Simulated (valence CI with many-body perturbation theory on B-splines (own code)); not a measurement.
## Os XXVIII: key properties

Computed by relativistic CI+MBPT: three valence electrons over a frozen Dirac-Fock core [Kr] 4d10, a basis of 7 s, 7 p, 7 d, 7 f, 4 g, 2 h functions for each j, with the one-electron correlation potential Σ1, the two-electron term Σ2, the three-electron term Σ3, Breit, model QED; selected CI, second order for the rest, scaled by the run's own slope (own B-spline code, finite nucleus).

No measured spectrum was set against this ion. As an estimate, large intervals hold to a few tenths of a per cent, small ones and those within an open d or f shell to about a per cent. Excitations out of the core, of the other parity, are not computed and may begin above about 171 eV (a cautious bound); beyond it only levels of the ground parity were kept, without lifetimes.

Levels are named by their leading jj configuration (3d3/2^4 stands for four electrons in 3d with j = 3/2), which in mixed levels can hold well under half, so a name can repeat and another be missing.

Rates and lifetimes use the calculated energies. Strong lines usually hold to 10 to 20 %, long lifetimes can be off by a factor of two.

Problem. What is the ground level?

Solution. (4f5/2^3) J=9/2, composition 80 % 4f3 4I° + 18 % 4f3 2H°, g = 0.765.

Problem. Name the longest-lived excited levels whose lifetime is computed, and their main decay.

Solution. (4f5/2^3) J=5/2 at 54257 cm⁻¹ lives 11.8 ms, mostly by M1 to (4f5/2^3) J=3/2; (4f5/2^2 4f7/2) J=7/2 at 62461 cm⁻¹ lives 9.48 ms, mostly by M1 to (4f5/2^3) J=9/2; (4f5/2 4f7/2^2) J=15/2 at 62365 cm⁻¹ lives 8.04 ms, mostly by M1 to (4f5/2 4f7/2^2) J=13/2. The lifetime of (4f5/2^3) J=3/2 is too uncertain to give, and may be longer.

Problem. What is the ionisation energy?

Solution. 898.16 eV; NIST lists 920 ± 50 eV (theoretical).

Problem. How well does LS coupling describe the low levels?

Solution. Among the lowest 20 levels the leading LS term, summed over configurations, holds 62 % on average. For single configurations the figures are 62 % in LS and 73 % in jj coupling. Terms mix most in the J = 3/2 level at 89709 cm⁻¹, where the leading one holds 30 %.

Problem. Where does the other parity begin?

Solution. At (4f5/2^2 5s) J=7/2, 1115000 cm⁻¹.
